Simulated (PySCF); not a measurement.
## Ionisation energy of Sc by level of theory

Sc [Ar] 3d1 4s2 (2D) → Sc⁺ [Ar] 3d1 4s1 (3D), as a difference of total energies. Calculation: PySCF 2.14, in aug-cc-pwCVTZ-DK (10s9p7d4f3g, 127 functions); scalar relativity by spin-free X2C-1e. Correlated levels: valence: [Ar] frozen; valence and next inner shell: [Ne] frozen; nothing frozen. The calculations carry no spin-orbit coupling.

**Question.** Order these methods by the ionisation energy they give, lowest first.
A. PBE
B. LDA
C. UHF
D. SCS-MP2 (all electrons)

**Answer.** C (5.388 eV), D (6.445 eV), A (6.528 eV), B (6.681 eV).

Errors of the correlated levels include the incompleteness of this basis and the frozen core.

For comparison: 6.562 eV (measured; NIST levels, between the centres of gravity of the two terms).
